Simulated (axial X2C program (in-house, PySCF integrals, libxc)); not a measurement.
LiNi: cheaper levels and CCSD(T), 2c

Computed with an axial X2C code built on PySCF integrals. Two-component (2c) means X2C with spin–orbit coupling and atomic mean-field two-electron Coulomb and Gaunt terms. Basis: Ni dyall-cv3z [9s9p6d3f2g], Li dyall-cv3z [7s8p2d] (cores contracted in-house); Gaussian nuclei, density fitting, unrestricted open shells. Masses: Ni 57.935 u, Li 7.016 u.

State: Ω = 5/2 (⟨Sz⟩ = 0.50, ⟨Lz⟩ = 2.00 at HF); fragments Ni + Li.

```tsv
level	Re (Å)	ωe (cm⁻¹)	De (eV)
PBE0	2.269	393.2	n/a
HF	2.469	295.5	-1.23
CCSD	2.283	392.9	1.21
B97-3	2.294	380.5	n/a
```

Correlated methods: 11 electrons correlated (number of frozen shells: Ni 3 s, 2 p; Li 1 s), 223 virtual spin orbitals or spinors in MP2, 90 natural virtuals in coupled cluster.

CCSD(T), same Hamiltonian and basis:

Re = 2.261 Å, ωe = 406.2 cm⁻¹, De = 1.51 eV; T1 = 0.046 (Lee–Taylor normalisation).

Task: Give the differences from CCSD(T) in the columns below.

Result: 

| level | ΔRe (Å) | Δωe (cm⁻¹) | ΔDe (eV) |
| --- | --- | --- | --- |
| PBE0 | 0.008 | -13 | n/a |
| HF | 0.208 | -111 | -2.74 |
| CCSD | 0.022 | -13 | -0.30 |
| B97-3 | 0.033 | -26 | n/a |

Occupations by symmetry block were frozen at the best pattern of an incomplete PBE0 search. De is counted from the lowest determinant-based energies of the atoms at the same level, without counterpoise correction. De is not given where an atomic determinant may have missed its ground term or J level, or where the truncated virtual space spoils (T). Density functionals use the spin component along the axis (collinear). CCSD and (T) use frozen natural virtuals with an MP2 correction for the truncation; (T) itself is uncorrected, so its De runs slightly low. Other states lie close and PBE0, whose exact exchange favours high spin, may order them wrongly; the determinant shown need not be the ground state. The nearest other 2c determinant of the search, Ω = 1/2, lies 0.10 eV up at the distance of the search. Without a current term, density functionals place determinants with orbital angular momentum somewhat too high. The determinant is spin-polarised beyond a pure state at some levels (its spin-free form has ⟨S²⟩ too high), which makes Re and μ there less reliable. The T1 diagnostic is large, a sign of multireference character.
